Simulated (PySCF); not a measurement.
# B (boron, neutral) across methods

[He] 2s1 2p1 3s1, high-spin 4P determinant (an excited configuration). Computed with PySCF 2.14 in aug-cc-pVQZ with one added diffuse shell each of s, p, d, f, g type (7s6p5d4f3g, 105 functions), with the non-relativistic Hamiltonian (point nucleus).

```json
{"method": "PBE", "E (hartree)": "-24.2755", "mean ε 2s α (eV)": "-15.655", "mean ε 2p α (eV)": "-9.903", "mean ε 3s α (eV)": "-2.066", "Σ⟨r²⟩ (bohr²)": "52.28", "⟨S²⟩": "3.750"}
{"method": "B97-3", "E (hartree)": "-24.3093", "mean ε 2s α (eV)": "-17.357", "mean ε 2p α (eV)": "-11.414", "mean ε 3s α (eV)": "-2.382", "Σ⟨r²⟩ (bohr²)": "51.83", "⟨S²⟩": "3.750"}
{"method": "r2SCAN", "E (hartree)": "-24.3059", "mean ε 2s α (eV)": "-16.131", "mean ε 2p α (eV)": "-10.339", "mean ε 3s α (eV)": "-2.034", "Σ⟨r²⟩ (bohr²)": "52.88", "⟨S²⟩": "3.750"}
{"method": "BP86", "E (hartree)": "-24.3104", "mean ε 2s α (eV)": "-15.694", "mean ε 2p α (eV)": "-9.914", "mean ε 3s α (eV)": "-2.124", "Σ⟨r²⟩ (bohr²)": "51.33", "⟨S²⟩": "3.750"}
{"method": "PBE0", "E (hartree)": "-24.2843", "mean ε 2s α (eV)": "-17.346", "mean ε 2p α (eV)": "-11.434", "mean ε 3s α (eV)": "-2.420", "Σ⟨r²⟩ (bohr²)": "52.90", "⟨S²⟩": "3.750"}
{"method": "LC-wPBE", "E (hartree)": "-24.2866", "mean ε 2s α (eV)": "-20.576", "mean ε 2p α (eV)": "-14.538", "mean ε 3s α (eV)": "-3.447", "Σ⟨r²⟩ (bohr²)": "54.56", "⟨S²⟩": "3.750"}
{"method": "LDA", "E (hartree)": "-24.0163", "mean ε 2s α (eV)": "-15.548", "mean ε 2p α (eV)": "-9.725", "mean ε 3s α (eV)": "-2.066", "Σ⟨r²⟩ (bohr²)": "51.76", "⟨S²⟩": "3.750"}
{"method": "UHF", "E (hartree)": "-24.24009", "mean ε 2s α (eV)": "-22.104", "mean ε 2p α (eV)": "-15.831", "mean ε 3s α (eV)": "-3.209", "Σ⟨r²⟩ (bohr²)": "56.99", "⟨S²⟩": "3.750"}
```

Estimate the same row for HSE06.

E (hartree) = -24.2880; mean ε 2s α (eV) = -16.906; mean ε 2p α (eV) = -11.040; mean ε 3s α (eV) = -2.119; Σ⟨r²⟩ (bohr²) = 52.89; ⟨S²⟩ = 3.750.

The outer electron is Rydberg-like, and this basis confines it to a smaller radius and binds it less than a complete one would.
